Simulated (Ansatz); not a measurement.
Computed with Ansatz on PBE0-D4/def2-TZVP structures; ΔE is electronic, products minus reactants. CBS: MP2 limit from def2 TZ/QZ plus the TZ coupled-cluster correction, frozen cores. Functionals use def2-TZVPP. B3LYP here is the variant with VWN-RPA as its local correlation; programs differ in this. For Ge outer-core shells are correlated without core-valence functions, which leaves a few kJ/mol of doubt a bond. Scalar relativity is left out up to krypton. One conformer a species, not always the lowest.

Consider the redistribution: `[NH2][GeH2][SiH2]F` + `CO[SiH2]S[SiH2]O` → `CO[SiH2]S[SiH2]F` + `[NH2][GeH2][SiH2]O`.

`[NH2][GeH2][SiH2]F`:

Cartesian coordinates in Å:
```
N -0.815 1.055 1.315
Ge -0.311 0.713 -0.429
Si 0.712 -1.440 -0.493
F -0.368 -2.589 -0.199
H -0.041 1.088 1.964
H -1.352 1.906 1.421
H 0.688 1.747 -1.015
H -1.597 0.773 -1.270
H 1.779 -1.548 0.537
H 1.304 -1.704 -1.831
```

`CO[SiH2]S[SiH2]O`:

Cartesian coordinates in Å:
```
C -2.109 -0.009 0.206
O -0.992 0.858 0.096
Si 0.231 0.839 1.206
S 1.303 -0.996 1.134
Si 1.924 -0.780 -0.914
O 0.648 -0.568 -1.918
H -2.596 0.099 1.180
H -2.822 0.261 -0.574
H -1.810 -1.053 0.072
H -0.308 0.959 2.583
H 1.087 1.982 0.821
H 2.599 -2.038 -1.293
H 2.856 0.374 -0.983
H -0.009 0.071 -1.616
```

`CO[SiH2]S[SiH2]F`:

Cartesian coordinates in Å:
```
C 0.696 0.824 -1.516
O 1.197 0.457 -0.247
Si 1.183 -1.035 0.411
S -0.234 -1.190 2.019
Si -1.690 0.157 1.292
F -2.153 -0.248 -0.188
H 1.502 1.273 -2.100
H 0.298 -0.037 -2.062
H -0.104 1.557 -1.394
H 0.849 -2.026 -0.643
H 2.495 -1.323 1.030
H -2.854 0.050 2.197
H -1.185 1.543 1.201
```

`[NH2][GeH2][SiH2]O`:

```xyz
11

N    -0.531    0.517    1.440
Ge    0.023   -1.015    0.497
Si    0.443    0.088   -1.587
O     0.243    1.650   -1.111
H    -1.533    0.564    1.571
H    -0.100    0.603    2.350
H     1.265   -1.552    1.233
H    -1.078   -2.096    0.541
H    -0.526   -0.291   -2.651
H     1.814   -0.152   -2.112
H    -0.020    1.683   -0.171
```

Problem. Is it downhill or uphill in electronic energy at CCSD(T)/CBS, and by how much? (An estimate is asked.)

Solution. Ansatz gave: Uphill: ΔE = +0.07 eV.

Problem. What do these levels give: ωB97X-V, ωB97M-V, B2PLYP, PBE, PBE0, B3LYP, SCS-MP2/def2-TZVPP, CCSD/def2-TZVPP, HF/def2-QZVPP, SCS-MP2/def2-QZVPP, HF/CBS(def2), CCSD/CBS(def2)? (Best estimate.)

Solution. Computed: ωB97X-V 0.06, ωB97M-V 0.06, B2PLYP 0.07, PBE 0.04, PBE0 0.06, B3LYP 0.06, SCS-MP2/def2-TZVPP 0.09, CCSD/def2-TZVPP 0.08, HF/def2-QZVPP 0.14, SCS-MP2/def2-QZVPP 0.09, HF/CBS(def2) 0.14, CCSD/CBS(def2) 0.08 eV.

Largest T1 diagnostic among the species: 0.012.

In def2-TZVPP, CCSD(T) changes the Hartree–Fock value by −0.05 eV (the triples alone add −0.01 eV) and MP2 by −0.05 eV.
